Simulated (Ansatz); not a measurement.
`CB/N=[CH]\[GaH2]`. Total charge 0; spin multiplicity 1. Correlated methods include outer-core shells of Ga, which these sets cover unevenly. Scalar relativity is left out up to krypton.

```xyz
12

C     1.326    1.145   -1.267
B     0.398    0.438   -0.253
N     0.044    0.874    1.068
C    -0.754    0.059    1.663
Ga   -1.313   -1.593    0.646
H     1.735    2.080   -0.883
H     2.150    0.481   -1.552
H     0.784    1.344   -2.199
H    -0.104   -0.651   -0.643
H    -1.066    0.333    2.683
H    -2.671   -1.578   -0.143
H    -0.526   -2.932    0.878
```

Give the diagnostics of a CCSD(T)/def2-TZVPP run (frozen core, the Gaussian-basis code of Ansatz). (An estimate is asked.)

Computed: T1 = 0.0137, largest single amplitude 0.021, largest double 0.046, (T) share of the correlation energy 4.2 %, 10 CCSD cycles. The RHF solution is stable towards an unrestricted one. T1 lies under the customary mark of 0.02 for closed shells.
